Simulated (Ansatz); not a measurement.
Gas-phase electronic energies from Ansatz, PBE0-D4/def2-TZVP geometries. CCSD(T)/CBS is the MP2 limit (def2-TZVPP, def2-QZVPP) plus CCSD(T) − MP2 in def2-TZVPP, frozen cores. DFT in def2-TZVPP. B3LYP here is the variant with VWN-RPA as its local correlation; programs differ in this. Elements past krypton have def2 core potentials. For Sn outer-core shells are correlated without core-valence functions, which leaves a few kJ/mol of doubt a bond. Each species was taken in one conformer, which may not be the lowest.

`[NH2][SnH]1[NH][SiH2]1` + `C=CC(=C)O` → `[OH][SnH]1[NH][SiH2]1` + `C=CC(=C)N`  (formal exchange of groups at the Sn–N bond)

```json
{"level": "PBE-D4", "ΔE (kcal/mol)": "-9.8", "difference from CCSD(T)/CBS": "-0.3"}
{"level": "r2SCAN-D4", "ΔE (kcal/mol)": "-9.9", "difference from CCSD(T)/CBS": "-0.4"}
{"level": "PBE0-D4", "ΔE (kcal/mol)": "-9.1", "difference from CCSD(T)/CBS": "0.4"}
{"level": "B3LYP-D4", "ΔE (kcal/mol)": "-9.8", "difference from CCSD(T)/CBS": "-0.3"}
{"level": "ωB97X-V", "ΔE (kcal/mol)": "-8.8", "difference from CCSD(T)/CBS": "0.7"}
{"level": "ωB97M-V", "ΔE (kcal/mol)": "-8.7", "difference from CCSD(T)/CBS": "0.8"}
{"level": "B2PLYP", "ΔE (kcal/mol)": "-9.5", "difference from CCSD(T)/CBS": "0.0"}
{"level": "PBE", "ΔE (kcal/mol)": "-9.7", "difference from CCSD(T)/CBS": "-0.2"}
{"level": "r2SCAN", "ΔE (kcal/mol)": "-9.8", "difference from CCSD(T)/CBS": "-0.3"}
{"level": "PBE0", "ΔE (kcal/mol)": "-9.0", "difference from CCSD(T)/CBS": "0.5"}
{"level": "B3LYP", "ΔE (kcal/mol)": "-9.5", "difference from CCSD(T)/CBS": "0.0"}
{"level": "HF/def2-TZVPP", "ΔE (kcal/mol)": "-7.8", "difference from CCSD(T)/CBS": "1.7"}
{"level": "MP2/def2-TZVPP", "ΔE (kcal/mol)": "-9.4", "difference from CCSD(T)/CBS": "0.1"}
{"level": "SCS-MP2/def2-TZVPP", "ΔE (kcal/mol)": "-9.1", "difference from CCSD(T)/CBS": "0.4"}
{"level": "CCSD/def2-TZVPP", "ΔE (kcal/mol)": "-8.3", "difference from CCSD(T)/CBS": "1.2"}
{"level": "CCSD(T)/def2-TZVPP", "ΔE (kcal/mol)": "-8.5", "difference from CCSD(T)/CBS": "1.0"}
{"level": "HF/def2-QZVPP", "ΔE (kcal/mol)": "-8.1", "difference from CCSD(T)/CBS": "1.4"}
{"level": "MP2/def2-QZVPP", "ΔE (kcal/mol)": "-10.0", "difference from CCSD(T)/CBS": "-0.5"}
{"level": "SCS-MP2/def2-QZVPP", "ΔE (kcal/mol)": "-9.8", "difference from CCSD(T)/CBS": "-0.3"}
{"level": "HF/CBS(def2)", "ΔE (kcal/mol)": "-8.1", "difference from CCSD(T)/CBS": "1.4"}
{"level": "MP2/CBS(def2)", "ΔE (kcal/mol)": "-10.4", "difference from CCSD(T)/CBS": "-0.9"}
{"level": "CCSD/CBS(def2)", "ΔE (kcal/mol)": "-9.3", "difference from CCSD(T)/CBS": "0.2"}
{"level": "CCSD(T)/CBS", "ΔE (kcal/mol)": "-9.5", "difference from CCSD(T)/CBS": "0"}
```

Largest T1 diagnostic among the species: 0.015.

In def2-TZVPP, CCSD(T) changes the Hartree–Fock value by −0.8 kcal/mol (the triples alone add −0.2 kcal/mol) and MP2 by −1.6 kcal/mol.

CCSD(T)/CBS has its own doubt, a few kJ/mol and more with outer-core shells, so smaller differences from it don't rank the levels.
